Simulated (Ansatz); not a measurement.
The cluster MgB₆, relaxed as a singlet with RKS PBE0-D4/def2-SVP in Ansatz, starting from the GFN1-xTB geometry. Force threshold 0.02 eV/Å.

The restricted singlet is unstable towards broken spin symmetry in Hartree–Fock (as tested in another run); at PBE0-D4/def2-SVP this wasn't settled. Another isomer (singlet) lies 1.91 eV lower at PBE0-D4/def2-TZVP; other spin states weren't run for this one.

Start:

Cartesian coordinates in Å:
```
Mg -1.462 0.831 1.556
B 0.153 1.773 -0.044
B -0.208 -2.495 0.019
B 0.346 -1.066 -0.428
B 1.184 1.938 -1.059
B 0.802 0.409 -0.793
B -0.815 -1.392 0.750
```

Problem. Estimate the energy that the relaxation releases and the steps that it takes.

Solution. 18.2 kcal/mol, in 16 steps; 26 s on 4 threads of Intel Xeon on a shared host. The force fell under the threshold at step 5, but the optimiser went on and released 0.004 eV more. No frequencies were taken in this run, so the end may be a saddle point.

Problem. Does the start keep its bonding and symmetry?

Solution. Bonds formed: Mg1–B4, Mg1–B6 (atoms count from 1). Point group C2v at the start, Cs at the end, both within 0.05 Å.

Problem. Predict the relaxed structure.

Solution. 
```csv
atom,x (Å),y (Å),z (Å)
Mg1,-1.1988,0.6200,1.0101
B2,0.2625,2.0425,0.1015
B3,-0.2455,-2.4959,-0.0372
B4,0.2222,-1.0174,-0.2840
B5,1.1291,1.9356,-1.1270
B6,0.6933,0.5021,-0.6578
B7,-0.8627,-1.5870,0.9944
```
Bond lengths: 7 × B–B 1.51 to 1.77 Å; 4 × B–Mg 2.23 to 2.52 Å.
